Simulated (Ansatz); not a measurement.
C₃H₉FOSSn, SMILES `C[O][Sn]([CH3])([F])[S]C`, relaxed with RKS PBE0-D4/def2-TZVP in Ansatz from a GFN2-xTB geometry. The force threshold is 0.005 eV/Å; the program also tests the step.

Charge 0, multiplicity 1. Sn takes the def2 core potential.

Start:

```xyz
16

C    -0.852   -2.232    0.398
O    -0.943   -0.870    0.083
Sn    0.328    0.600    0.730
C    -0.882    2.272    1.569
F     1.188   -0.240    2.353
S     2.038    0.906   -0.997
C     1.305    0.078   -2.447
H    -0.069   -2.733   -0.178
H    -0.670   -2.400    1.461
H    -1.818   -2.669    0.137
H    -1.051    2.046    2.615
H    -0.306    3.182    1.449
H    -1.812    2.309    1.014
H     2.133   -0.356   -2.999
H     0.622   -0.704   -2.132
H     0.789    0.811   -3.056
```

Problem. How much energy does the relaxation release, and in how many steps? (An estimate is asked.)

Solution. Computed: 34.70 kJ/mol, in 35 steps, 5 of them rejected.

Problem. Which bonds change most? (Estimate.)

Solution. Ansatz gave: Sn3–C4 from 2.228 to 2.115 Å; Sn3–F5 from 2.020 to 1.924 Å; O2–Sn3 from 2.048 to 1.954 Å; Sn3–S6 from 2.449 to 2.380 Å.

Problem. Give the relaxed structure. (An estimate is asked.)

Solution. Computed: 
```xyz
16

C    -0.691   -2.301    0.390
O    -1.046   -0.945    0.536
Sn    0.302    0.417    0.916
C    -0.725    2.243    1.205
F     1.142   -0.077    2.574
S     2.043    0.183   -0.691
C     1.013    0.220   -2.195
H     0.203   -2.439   -0.232
H    -0.503   -2.775    1.360
H    -1.524   -2.822   -0.091
H    -1.298    2.165    2.128
H    -0.006    3.057    1.279
H    -1.399    2.412    0.366
H     1.675   -0.045   -3.019
H     0.205   -0.509   -2.146
H     0.608    1.215   -2.381
```
